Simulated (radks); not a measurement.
The titanium ion Ti9+, configuration [Ne] 3s2 3p1.

Method: scalar-relativistic Kohn-Sham, r2SCAN, spin-polarised, spherical densities, finite nucleus; open shells are filled with parallel spins first; meta-GGA in the generalised Kohn-Sham scheme; Fermi nuclear charge, rms radius 3.5921 fm; computed with a radial shooting solver on a logarithmic mesh with Libxc functionals.

Energy parts (hartree):
total: -823.88879
kinetic: 831.35247
electron-nucleus: -1858.59226
Hartree: 239.67400
exchange-correlation: -36.32300

Orbitals (lengths in bohr, moments of r in powers of bohr; r(max) is where P^2 peaks; r(90%) holds 90 % of the orbital's charge):
orbital  occ.  eigenvalue (hartree)  r(90%)   r(max)
1s up       1             -187.4574   0.124  0.04556
1s down     1             -187.4287   0.124  0.04555
2s up       1             -27.40156   0.498   0.2675
2s down     1             -27.38521   0.498   0.2676
2p up       3             -23.95829   0.470   0.2184
2p down     3             -23.92649   0.470   0.2186
3s up       1              -8.51088    1.28   0.8095
3s down     1              -8.35545    1.29   0.8093
3p up       1              -7.50926    1.32   0.8127
3p down     0              -7.36266    1.33   0.8120
3d up       0              -6.04351    1.33   0.7308
3d down     0              -5.92123    1.34   0.7263
4s up       0              -3.75399    2.57    1.758
4s down     0              -3.58874    2.46    1.687

The highest occupied level is 3p up at -204.34 eV. Spin moment in Bohr magnetons: 1. For comparison, the ionisation energy in NIST's Atomic Spectra Database is 215.9 eV (measured). In exact Kohn-Sham theory the highest level is minus the ionisation energy, but local and semilocal functionals leave it too shallow, through self-interaction and a potential that decays too fast; potentials with the right tail come closer. Summed over all electrons, <r^2> = 3.552 bohr^2, which gives a Langevin (diamagnetic) susceptibility term of -2.81 x 10^-6 cm^3/mol.
